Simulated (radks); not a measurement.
Q: Isoelectronic series with 38 electrons, each ion in its NIST ground configuration. Method: scalar-relativistic Kohn-Sham, PBE, spin-polarised, spherical densities, point nucleus; open shells are filled with parallel spins first (spin-orbit coupling, left out, can overturn this in heavy ions); computed with a radial shooting solver on a logarithmic mesh with Libxc functionals. Total energies (hartree) and mean radii <r> (bohr) (* marks an orbital that is empty in some or all of the ions):

ion    configuration  E (hartree)    5s*      4p      4s      3d
Sr          [Kr] 5s2  -3179.49289  4.333   1.567   1.357  0.4983
Zr2+        [Kr] 4d2  -3597.82113  3.165   1.367   1.215  0.4525
Nb3+        [Kr] 4d2  -3817.97517  2.789   1.275   1.149  0.4329
Mo4+        [Kr] 4d2  -4045.39802  2.511   1.195   1.089  0.4149
Tc5+        [Kr] 4d2  -4280.10572  2.294   1.125   1.035  0.3985
Ru6+        [Kr] 4d2  -4522.12046  2.118   1.064  0.9866  0.3833
Rh7+        [Kr] 4d2  -4771.46859  1.972   1.010  0.9423  0.3692
Pd8+        [Kr] 4d2  -5028.17958  1.848  0.9617  0.9020  0.3562
Ag9+        [Kr] 4d2  -5292.28552  1.740  0.9181  0.8651  0.3441
Cd10+       [Kr] 4d2  -5563.82077  1.646  0.8786  0.8312  0.3328
In11+       [Kr] 4d2  -5842.82177  1.563  0.8425  0.7998  0.3222
Sn12+       [Kr] 4d2  -6129.32693  1.488  0.8095  0.7708  0.3123
Sb13+       [Kr] 4d2  -6423.37656  1.421  0.7791  0.7438  0.3030
Te14+       [Kr] 4d2  -6725.01278  1.361  0.7510  0.7187  0.2942

Estimate the row of I15+ ([Kr] 4d2).

A: E (hartree) -7034.27953; 5s* 1.305; 4p 0.7249; 4s 0.6952; 3d 0.2859.
